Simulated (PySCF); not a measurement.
Species: trifluorosilane, F3HSi.
Bonds: F1–Si2, Si2–F3, Si2–F4. Hydrogens: H5 on Si2.

Computed by this run: PBE0-D3(BJ)/def2-TZVP geometry optimisation, gas phase in PySCF 2.14.0; density fitting, grid level 2; the optimiser is geomeTRIC in internal coordinates, started from a GFN2-xTB structure with every atom displaced at random (about 0.01 Å).

Step 0: E = -16042.8790 eV
```
atom  x, y, z in Å  |  force x, y, z in eV/Å
F1     -0.4247    1.3221   -0.6158   -0.359   0.898  -0.049
Si2    -0.0157   -0.0025    0.0828    1.478  -1.151  -2.083
F3     -0.8405   -1.1395   -0.6603    0.225   0.215   0.564
F4      1.5316   -0.2211   -0.3320   -1.229   0.057   0.686
H5     -0.2172    0.0070    1.4874   -0.115  -0.019   0.882
```

**Question.** Estimate the geometry and energy of step 1. (The exact step hangs on the optimiser's Hessian estimate; all steps are aligned on step 0, rigid shifts and turns removed.)

**Answer.** E = -16042.8928 eV, largest force 1.380 eV/Å
```
atom  x, y, z in Å  |  force x, y, z in eV/Å
F1     -0.4799    1.3953   -0.5862    0.129  -0.174  -0.369
Si2    -0.0141    0.0043   -0.0236    0.453  -0.173   1.292
F3     -0.8523   -1.1747   -0.6308    0.015   0.117  -0.390
F4      1.5319   -0.2595   -0.2264   -0.300   0.166  -0.604
H5     -0.1520    0.0007    1.4292   -0.297   0.065   0.070
```

The energy changes by -0.0138 eV. The first-order estimate −F·Δx gives -0.3178 eV and the mean of the old and new forces, exact on a quadratic surface, -0.0196 eV. The step makes an angle of 64° with the force vector and moves no atom by more than 0.112 Å.

The cost below is that of the whole optimisation. The run took 25 s of wall time on Intel Xeon Platinum 8259CL at 2.50 GHz, one thread, shared host, and the process peaked at 0.53 GiB of memory.
